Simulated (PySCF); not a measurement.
Diatomic anions of Zn with the halogens

PBE with triple-zeta basis sets in PySCF, for the lowest determinant that a PBE0 search found; no spin–orbit coupling. De refers to high-spin ground-configuration atoms (the charge goes to the atom of lower measured ionisation energy or higher electron affinity, which is not always the lowest computed limit). A positive dipole points towards Zn; it is taken about the centre of mass and depends on that origin.

```tsv
M	basis	charged atom	state (unpaired electrons)	Re (Å)	ωe (cm⁻¹)	De (eV)	μ (D)
F	def2-TZVPPD	F−	singlet (closed shell)	1.971	368	1.45	0.77
Br	def2-TZVPPD	Br−	singlet (closed shell)	2.736	118	0.57	0.16
```

The row for M = Cl is missing. Estimate Re, ωe and De as the mean of the rows for F and Br, and compare with the calculation.

The means are 2.354 Å, 243 cm⁻¹ and 1.01 eV. PBE in def2-TZVPPD gives ZnCl⁻ as a singlet (closed shell) with Re = 2.522 Å, ωe = 172 cm⁻¹, De = 0.70 eV, so the estimate is off by -16.8 pm, +41 % and +0.31 eV.

For an ion De counts to the pair picked by the measured ionisation energies or electron affinities, which need not be the lowest pair at this level. The highest Kohn–Sham level is positive in some of these anions. Much of that is self-interaction error, but it also means that the finite basis helps to hold the extra electron.
